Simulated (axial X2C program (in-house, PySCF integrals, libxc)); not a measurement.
# Worked dissociation energy of KAl: B97-3, 2c

Calculated with an in-house relativistic program for diatomic molecules. Two-component (2c) means X2C with spin–orbit coupling and atomic mean-field two-electron Coulomb and Gaunt terms. Basis: K dyall-cv3z [11s12p6d3f], Al dyall-v3z [8s8p2d1f] (cores contracted in-house); Gaussian nuclei, density fitting, unrestricted open shells. Masses: K 38.964 u, Al 26.982 u.

Molecular state: Ω = 2 (⟨Sz⟩ = 1.00, ⟨Lz⟩ = 1.00 at B97-3).

| Property | Result |
| --- | --- |
| E(K) (2M_J = 1) | -602.050307 hartree |
| E(Al) (2M_J = 1) | -242.756161 hartree |
| E(KAl) at Re | -844.826608 hartree |
| ωe | 146.9 cm⁻¹ |
| ωexe | 0.932 cm⁻¹ |

(1) Work out De and D0.

The state is a single determinant with fixed occupations, the lowest that a limited PBE0 search found. Dissociation energies refer to the lowest single-determinant-based atoms at the same level and basis. Density functionals use the spin component along the axis (collinear). In 2c an atomic determinant is not the ground J level, so De misses part of the atomic spin–orbit lowering. This holds for B97-3. Other states lie close and PBE0, whose exact exchange favours high spin, may order them wrongly; the determinant shown need not be the ground state. The nearest other 2c determinant of the search, Ω = 0, lies 0.16 eV up at the distance of the search. The functionals have no current-density term, which raises determinants with orbital currents, atoms included. The atomic limit has a lower orbital projection than the molecule and lies lower at mean-field level, so De may be about a tenth of an eV too small. With several unpaired electrons one determinant need not be a pure state. Open-shell Ω = 0 determinants with evenly filled partner blocks cannot be reached by this program, so the Ω shown need not be the lowest component.

Each atomic determinant is the lowest at this level and need not be a pure J level. Totals compare only within one Hamiltonian and basis.

Results:

(1) De = -602.050307 + (-242.756161) − (-844.826608) = 0.02014 hartree = 0.548 eV. The zero-point energy is ωe/2 − ωexe/4 = 73 cm⁻¹ = 0.009 eV, so D0 = 0.539 eV.
